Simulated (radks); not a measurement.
Results of a calculation; reference values are marked as such.
Ni, configuration [Ar] 3d9.25 4s0.75 (fractional occupations, a model configuration). Level of theory: Dirac Kohn-Sham, PBEsol, spin-unpolarised, spherical densities, point nucleus; open shells are shared between the two j in proportion to 2j + 1 (a radial shooting solver on a logarithmic mesh with Libxc functionals).

Normalised radial functions P(r) = r R(r) (large component), r in bohr:

r	3s1/2	3p3/2
0.002721	0.0916	0.0018
0.004092	0.1312	0.0039
0.006203	0.1852	0.0087
0.009329	0.2513	0.0189
0.01414	0.3251	0.0403
0.02144	0.3836	0.0834
0.03224	0.3831	0.1616
0.04887	0.2573	0.2935
0.07408	-0.0473	0.4717
0.1114	-0.4566	0.6203
0.1689	-0.6902	0.5665
0.2539	-0.3365	0.1199
0.3849	0.5915	-0.6500
0.5835	1.2675	-1.1846
0.8775	1.0463	-1.0373
1.33	0.4221	-0.5067
2.016	0.0768	-0.1311
3.032	0.0052	-0.0156
4.597	0.0001	-0.0005
6.912	0.0000	0.0000
10.48	0.0000	0.0000

3s1/2: eigenvalue -104.69 eV, 2 radial nodes at r = 0.0703, 0.300 bohr, <r> = 0.744 bohr, 90 % of the charge inside 1.12 bohr. 3p3/2: eigenvalue -64.615 eV, 1 radial node at r = 0.273 bohr, <r> = 0.789 bohr, 90 % of the charge inside 1.22 bohr.
